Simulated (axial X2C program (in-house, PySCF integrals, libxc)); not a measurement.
## How long does CsAu take?

A bond scan computed with an in-house all-electron X2C program for linear molecules (integrals from PySCF). Basis: Au dyall-v2z [11s12p9d5f], Cs dyall-v2z [12s13p7d] (cores contracted in-house).

Input:
```json
{
 "zs": [
  79,
  55
 ],
 "q": 0,
 "bas": [
  "dyall-v2z",
  "dyall-v2z"
 ],
 "levels": [
  "PBE0",
  "HF",
  "r2SCAN",
  "BP86"
 ],
 "cc": false,
 "r0": 3.56,
 "npts": 10,
 "nst": 2,
 "ntry": 6
}
```
```bash
python so2c.py task.json out
```

Keys: zs atomic numbers; q charge; bas basis sets; levels methods; cc coupled cluster on or off; r0 starting distance in Å; npts points on the curve; nst determinants followed; ntry starts of the search. HF also brings MP2.

Hardware: 1 thread of Arm Neoverse N1 (shared host).

Wall time of one point of each curve, integrals apart:

| Hamiltonian | level | points | seconds a point |
| --- | --- | --- | --- |
| spin-free | PBE0 | 10 | 0.89 |
| spin-free | HF | 10 | 0.64 |
| spin-free | r2SCAN | 10 | 1 |
| spin-free | BP86 | 10 | 0.49 |
| 2c | PBE0 | 10 | 1.3 |
| 2c | HF | 10 | 1.3 |
| 2c | r2SCAN | 10 | 1.1 |
| 2c | BP86 | 10 | 0.53 |

The rest:

Search with its distance optimisation 100 s, atoms 11 s, whole task 210 s. Coupled cluster runs on the points near the minimum only. The program drops outer points, and coupled cluster, when its time limit (not in the input) nears; MP2, further determinants and curves that did not converge are not in the table.
